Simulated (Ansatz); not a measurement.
The cluster As₂S₂. Charge 0, multiplicity 1. Geometry r2SCAN-D4/def2-SVP, basis def2-TZVP, Ansatz.

```xyz
4

As   -1.459   -0.680    0.088
As   -0.349    1.027    1.195
S     1.403    0.595   -0.143
S     0.405   -0.942   -1.140
```

| run | HOMO (eV) | LUMO (eV) |
| --- | --- | --- |
| A | -8.53 | -1.00 |
| B | -6.69 | -2.76 |
| C | -5.91 | -3.23 |
| D | -5.75 | -3.26 |
| E | -6.03 | -3.35 |

Another isomer (singlet) lies 0.51 eV lower at PBE0-D4/def2-TZVP; other spin states weren't run for this one.

Q: The runs used B97M-V, PBE, PBE0, r2SCAN, ωB97M-V. Estimate which is which.

A: A ωB97M-V (range-separated); B PBE0 (25 % exact exchange); C B97M-V (0 % exact exchange); D PBE (0 % exact exchange); E r2SCAN (0 % exact exchange). Exact exchange lowers occupied and raises empty levels; among semilocal functionals meta-GGAs tend to open the gap a little, and such runs are hard to tell apart. The gap grows from 2.49 eV (PBE) to 7.52 eV (ωB97M-V). The restricted singlet is unstable towards broken spin symmetry in Hartree–Fock (as tested in another run); at ωB97M-V/def2-TZVP, PBE0-D4/def2-TZVP, B97M-V/def2-TZVP, PBE-D4/def2-TZVP and others this wasn't settled.
